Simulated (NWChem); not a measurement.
## Spin states of ammonium (H4N (+1))

SMILES: [NH4+]
```xyz
5

N      0.0000     0.0000     0.0000
H      0.8428     0.0000     0.5960
H     -0.8428     0.0000     0.5960
H      0.0000     0.8428    -0.5960
H      0.0000    -0.8428    -0.5960
```
Charge +1, spin multiplicity 1.

Everything below was run with NWChem. The geometry was optimised at B3LYP/def2-SVP, a minimum by its harmonic frequencies.

Basis set: def2-TZVP. The gap is E(triplet) − E(singlet) at the geometry of the singlet, so a negative value puts the higher spin lower. Open shells are unrestricted, coupled cluster uses restricted open-shell references, and the singlet is the closed-shell solution. The triplet is the single determinant that the SCF runs reached, with unpaired electrons in orbitals of symmetry a1 and a1 (C2v labels); it need not be the lowest triplet, which in molecules with degenerate π orbitals can need several determinants.

The cost column gives rough processor time relative to B3LYP; each entry includes its own SCF.

The correlated methods keep 1 core orbital frozen. B3LYP has NWChem's definition, with VWN1-RPA local correlation. The stability of the SCF solutions was not checked. Open-shell Hartree-Fock references start from PBE0 orbitals; any time given for them includes that run. Coupled-cluster values serve here as a point of comparison, not as the truth.

```csv
method,vertical singlet-triplet gap (kcal/mol),relative cost
PBE,325.5,under 3
B3LYP,328.8,1
CCSD(T),334.6,6
MP2,342.1,under 3
r2SCAN,329.4,under 3
B2PLYP,[?],under 3
HF,330.5,under 3
BLYP,323.2,under 3
CR-CCSD(T),[?],7
```

Question: Some entries are withheld; supply them.

Answer: 
- B2PLYP, vertical singlet-triplet gap (kcal/mol): 333.9
- CR-CCSD(T), vertical singlet-triplet gap (kcal/mol): 335.1
